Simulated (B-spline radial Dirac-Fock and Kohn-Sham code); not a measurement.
The computed values come from an atomic code on a B-spline grid: multi-electron Dirac-Fock with separately optimised hole states, Breit and Lamb-shift corrections added in first order. Free neutral atoms.

Question: Order these X-ray lines by photon energy, lowest first.
A. Sm Kβ3
B. In Kβ1
C. Nd Kβ2''
D. Sn Kα2
E. Dy Kα1
F. In Kβ2'

Answer: D (25042.0 eV), B (27271.9 eV), F (27857.0 eV), C (43308.9 eV), A (45288.0 eV), E (45995.8 eV).
